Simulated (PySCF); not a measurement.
## Correlation energy of Nb (niobium, neutral)

[Kr] 4d3 5s2, high-spin 4F determinant (an excited configuration). Computed with PySCF 2.14 in aug-cc-pVTZ-PP with ECP28MDF, with scalar relativity through the core potential. Frozen: 4s2 4p6; 5 electrons correlated.

```csv
level,correlation energy (mhartree)
CCSD,-79.85
(T),-4.53
CCSD(T),-84.38
```

Diagnostics: T1 = 0.030, D1 = 0.0868, largest double amplitude 0.051.

T1 exceeds 0.03, a sign that the reference determinant is poor.

Cost of the coupled-cluster step: roughly 23 core-seconds, for 5 correlated electrons.
